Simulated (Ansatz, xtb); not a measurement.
# Ranking isomers of ClFOSi2+

5 gas-phase structures of ClFOSi2+, found in a search over its isomers (lower ones may exist). Each was relaxed with GFN2-xTB:

A. the doublet with the links of `F[Si][O+]=[Si]Cl`
B. a doublet given by its coordinates
C. a doublet given by its coordinates
D. the doublet with the links of `O=[Si+][Si](F)Cl`
E. the doublet with the links of `F[Si](Cl)[O+]=[Si]`

C (Å):

| atom | x (Å) | y (Å) | z (Å) |
| --- | --- | --- | --- |
| Cl | 0.3726 | -2.5270 | 0.3809 |
| F | 0.5974 | 2.8547 | -0.8431 |
| O | 0.2816 | 0.5633 | -0.0923 |
| Si | 0.1491 | 2.1563 | 0.5122 |
| Si | 0.4572 | -0.8886 | -0.6784 |

Close contacts (Å): Cl1–Si5 1.95, F2–Si4 1.59, O3–Si4 1.71, O3–Si5 1.58.

B (Å):

```yaml
atoms:
  - { symbol: Cl, position_ang: [-0.5627, -1.2031, -1.2945] }
  - { symbol: F, position_ang: [1.3200, -1.1769, 2.3156] }
  - { symbol: O, position_ang: [0.1172, 1.6783, 0.0810] }
  - { symbol: Si, position_ang: [0.2424, 0.2204, -0.2454] }
  - { symbol: Si, position_ang: [2.0908, -0.4632, 1.1221] }
```

Close contacts (Å): Cl1–Si4 1.94, F2–Si5 1.59, O3–Si4 1.50, Si4–Si5 2.40.

Problem. Estimate their order in r2SCAN-D4/def2-SVP energy at these geometries, lowest first.

Solution. Calculated order at r2SCAN-D4/def2-SVP: E (0.000), C (0.226), A (0.307), B (2.337), D (2.455) eV.

Energies above the lowest of each column, in eV; the last columns are at PBE0-D3(BJ)/def2-SVP geometries and were run for some of them only (a dash: not run or not comparable):

```tsv
structure	GFN2-xTB	HF/STO-3G	r2SCAN-D4/def2-SVP	PBE0-D3(BJ)/def2-SVP	CCSD(T)/def2-SVP
E	0.000	0.000	0.000	0.000	0.000
C	0.312	0.465	0.226	0.607	0.728
A	0.297	0.574	0.307	–	–
B	0.755	2.896	2.337	–	–
D	0.450	3.166	2.455	–	–
```

Every level run on E puts it lowest or level with the lowest. Some further structures that were screened fall inside this span and aren't listed. Flexible structures stand in one conformer each, not always the lowest. Frequencies (PBE0-D3(BJ)/def2-SVP) were run for C, E alone. Open shells are spin-unrestricted, some with notable spin contamination.

Over these structures GFN2-xTB departs from r2SCAN-D4/def2-SVP by 0.873 eV on average once a common shift is removed. A GFN2-xTB relaxation took about 0.14 s and the r2SCAN-D4/def2-SVP energy about 2.5 s on a shared host (Ansatz 0.2.0, xtb 6.7.1).
